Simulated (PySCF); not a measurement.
**`O=C1C[C@@H](F)O[C@@H]1F`, C$_{4}$H$_{4}$F$_{2}$O$_{2}$**

Cartesian coordinates in Å; atom numbers follow the order of the lines, from 1:
```xyz
12

O     1.090    1.925    0.767
C     0.571    0.905    0.441
C    -0.896    0.577    0.304
C    -0.874   -0.629   -0.630
F    -1.027   -0.183   -1.927
O     0.369   -1.240   -0.525
C     1.296   -0.414    0.087
F     1.688   -0.997    1.271
H    -1.469    1.407   -0.106
H    -1.289    0.313    1.286
H    -1.663   -1.374   -0.477
H     2.204   -0.290   -0.516
```

Computed with PySCF 2.14.0, TDDFT wB97X-D/aug-cc-pVDZ circular dichroism and optical rotation, one conformer, gas phase. Geometry: GFN2-xTB.

Singlets 6 and 7, 14 and 15 lie within 0.01 eV of each other, so their separate moments and overlaps can depend on how they mix.

(1) Draw the ECD and absorption spectra from the lowest 16 states, each a Gaussian of half-width 0.3 eV at 1/e height.

## Answers

(1) 
| E (eV) | λ (nm) | Δε (L mol⁻¹ cm⁻¹) | ε (L mol⁻¹ cm⁻¹) |
| --- | --- | --- | --- |
| 3.60 | 345 | +0.01 | 0 |
| 3.75 | 331 | +0.04 | 0.138 |
| 3.90 | 318 | +0.10 | 0.346 |
| 4.05 | 306 | +0.16 | 0.525 |
| 4.20 | 295 | +0.14 | 0.483 |
| 4.35 | 285 | +0.08 | 0.27 |
| 4.50 | 276 | +0.03 | 0.0912 |
| 4.65 | 267 | +0.01 | 0 |
| 4.80 | 258 | 0.00 | 0 |
| 4.95 | 251 | 0.00 | 0 |
| 5.10 | 243 | 0.00 | 0 |
| 5.25 | 236 | 0.00 | 0 |
| 5.40 | 230 | 0.00 | 0 |
| 5.55 | 224 | 0.00 | 0 |
| 5.70 | 218 | 0.00 | 0 |
| 5.85 | 212 | 0.00 | 0 |
| 6.00 | 207 | 0.00 | 0 |
| 6.15 | 202 | 0.00 | 0 |
| 6.30 | 197 | 0.00 | 0 |
| 6.45 | 192 | 0.00 | 0.222 |
| 6.60 | 188 | -0.01 | 2.77 |
| 6.75 | 184 | -0.06 | 22 |
| 6.90 | 180 | -0.25 | 114 |
| 7.05 | 176 | -0.64 | 387 |
| 7.20 | 172 | -1.08 | 869 |
| 7.35 | 169 | -1.50 | 1300 |
| 7.50 | 165 | -2.46 | 1390 |
| 7.65 | 162 | -4.11 | 1310 |
| 7.80 | 159 | -4.71 | 1370 |
| 7.95 | 156 | -3.58 | 1460 |
| 8.10 | 153 | -2.78 | 1420 |
| 8.25 | 150 | -2.45 | 1290 |
| 8.40 | 148 | -0.07 | 1440 |
| 8.55 | 145 | +5.11 | 2680 |
| 8.70 | 143 | +9.87 | 5330 |
| 8.85 | 140 | +8.26 | 8340 |
| 9.00 | 138 | -1.83 | 9700 |
| 9.15 | 136 | -12.73 | 8130 |

Δε uses R in velocity form, ε uses f in length form. Only the states computed contribute, so the short-wavelength end is incomplete.

The sign of the CD band at 167 nm isn't settled: the length form gives the opposite one.
